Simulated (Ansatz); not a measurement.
Born–Oppenheimer molecular dynamics of F2H2OSi (6 atoms, charge 0, multiplicity 1). It starts from a relaxed structure.

All numbers below come from RKS PBE-D4/6-31G in Ansatz 0.2.0.

```yaml
ensemble: NVT, Langevin thermostat
time_step: 0.5 fs
steps_asked: 400
set_temperature: 300 K
friction: 1 /fs
seed: 480663
```

First frame:

```xyz
6
Properties=species:S:1:pos:R:3
O 0.022 1.183 -0.588
Si 0.135 -0.251 0.314
F 0.771 -1.514 -0.622
F -1.399 -0.808 0.771
H -0.478 1.288 -1.422
H 0.990 0.038 1.500
```

(1) How far do the bonds stretch over the last three quarters of this one trajectory? (Pairs bonded in most of those frames.)

## Answers

(1) 
```json
{"bond": "O1–Si2", "mean (Å)": "1.679", "spread (Å)": "0.015", "shortest": "1.63", "longest": "1.71"}
{"bond": "O1–H5", "mean (Å)": "0.983", "spread (Å)": "0.029", "shortest": "0.92", "longest": "1.06"}
{"bond": "Si2–F3", "mean (Å)": "1.713", "spread (Å)": "0.026", "shortest": "1.66", "longest": "1.76"}
{"bond": "Si2–F4", "mean (Å)": "1.697", "spread (Å)": "0.019", "shortest": "1.66", "longest": "1.74"}
{"bond": "Si2–H6", "mean (Å)": "1.498", "spread (Å)": "0.042", "shortest": "1.42", "longest": "1.62"}
```

Mean temperature of the second half: 307 K. A run of 0.2 ps of so small a system gives no equilibrium averages. The friction is so strong that the motion is overdamped, so the time scale means little. Limits of this set-up: no polarisation functions.

Time of the run: 7.8 min on 1 thread of Arm Neoverse V2, with other jobs on the host, peak memory 0.085 GiB.
